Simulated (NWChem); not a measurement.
Two isomers of C$_{3}$H$_{7}$NSi, each optimised at PBE0/def2-SVP with NWChem. Flexible species stand in one conformer each, which need not be the lowest. For one or both, no frequency run checked for a minimum.

A: C=C=C(N)[SiH3]
B: C1=CCN1[SiH3]

Question: Which is lower in energy, by how much, and how do their other properties compare?

Answer: B is lower by 8.7 kcal/mol in electronic energy.
```csv
,A,B
highest occupied level (eV),-6.06,-5.87
orbital gap (eV),6.14,6.60
dipole (D),1.36,0.38
```
